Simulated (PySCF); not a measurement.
# Exact mass, isotope pattern and composition

Species: `O=COc1cccc(=O)o1`.

All values are calculated from tables of isotopes.

(1) Find the molar and monoisotopic masses of C6H4O4.

(2) What cluster does the molecular ion M+• show when like nominal masses merge?

(3) List the species in which a single atom is changed from its most abundant isotope.

(4) How many rings plus π bonds does the formula give with the usual valences, and does the nitrogen rule hold?

(5) What resolving power m/Δm just matches the spacing of the species with one 13C and with one 17O?

(6) How much CO2 and H2O would complete combustion of 5.00 mg give?

(7) Which m/z would the protonated, sodiated and deprotonated molecule have?

## Answers

(1) For C6H4O4, with standard atomic weights, 4 × 15.999 + 6 × 12.011 + 4 × 1.008 = 140.094 g/mol. From the most abundant isotopes (16O, 12C, 1H), 4 × 15.994915 + 6 × 12.000000 + 4 × 1.007825 = 140.0110 u.

(2) 
| nominal mass | m/z (centroid) | relative intensity |
| --- | --- | --- |
| 140 | 140.0104 | 100.0 |
| 141 | 141.0138 | 6.7 |
| 142 | 142.0151 | 1.0 |

Lines under 0.1 % of the tallest are left out. One electron mass, 0.00055 u, is taken off. Abundances used (%; other tables differ somewhat): 16O 99.757, 17O 0.038, 18O 0.205; 12C 98.93, 13C 1.07; 1H 99.9885, 2H 0.0115.

(3) Intensity in % of the monoisotopic species:

| isotope | mass shift (u) | m/z | intensity (%) |
| --- | --- | --- | --- |
| 13C | +1.00335 | 141.0138 | 6.49 |
| 17O | +1.00422 | 141.0146 | 0.15 |
| 2H | +1.00628 | 141.0167 | 0.05 |
| 18O | +2.00425 | 142.0147 | 0.82 |

Species under 0.02 % are left out.

(4) (2 × 6 + 2 + 0 − 4)/2 = 5; the structure has 1 ring and 4 π bonds. The nominal mass 140 is even, with 0 nitrogens, as the rule says.

(5) They lie 0.00086 u apart at mass 141.01, so m/Δm is about 160000.

(6) 35.69 μmol of compound give 9.42 mg CO2 and 1.29 mg H2O.

(7) [M+H]+ 141.0182, [M+Na]+ 163.0002, [M−H]− 139.0037, for the monoisotopic species (arithmetic only; whether such ions form is another matter).
